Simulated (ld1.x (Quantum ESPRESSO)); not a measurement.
# Pseudopotential generation for As (Z = 33): TM, PBEsol, non-relativistic.

```json
{
  "Element": "arsenic (As)",
  "Generator": "ld1.x (Quantum ESPRESSO) 7.5",
  "Type": "norm-conserving Troullier–Martins (Kleinman–Bylander form)",
  "Functional": "PBEsol",
  "Relativity": "non-relativistic",
  "Frozen core": "[Ar] 3d10",
  "Valence charge": "5",
  "Reference configuration": "4s2 4p3",
  "Partial waves": "4s (bound): rc 1.40 bohr; 4d channel at 0.35 Ry: rc 1.40 bohr; 4p (bound): rc 1.40 bohr",
  "Local potential": "the p channel",
  "Core correction": "Bessel-smoothed model core inside 1.30 bohr"
}
```

All-electron outer shells of the reference configuration (PBEsol, non-relativistic, ld1.x):

```json
{"shell": "3d", "level (eV)": "-41.72", "outermost node (bohr)": "–", "outermost maximum (bohr)": "0.47"}
{"shell": "4s", "level (eV)": "-14.06", "outermost node (bohr)": "0.75", "outermost maximum (bohr)": "1.65"}
{"shell": "4p", "level (eV)": "-5.23", "outermost node (bohr)": "0.78", "outermost maximum (bohr)": "2.00"}
```

Results:

```
Cutoffs needed           : 55 Ry and 100 Ry (the cutoffs (Ry, on a coarse ladder) from which the occupation-weighted sum of valence levels, in a spherical-Bessel basis at the reference potential, stays within 10 and 1 mRy of its value at 400 Ry)
Ghost test               : ghost state, extra bound levels that the all-electron valence spectrum of the same l lacks: d at -24.5 eV; a true bound ghost makes a file unfit for plane-wave use (spherical-Bessel basis up to 400 Ry, 20 bohr box)
Largest excitation error : -356 meV (all-electron minus pseudo) for 4s1 4p0, out of 7 test configurations
```

Generation and tests took about 1 s on one core of a shared server CPU.
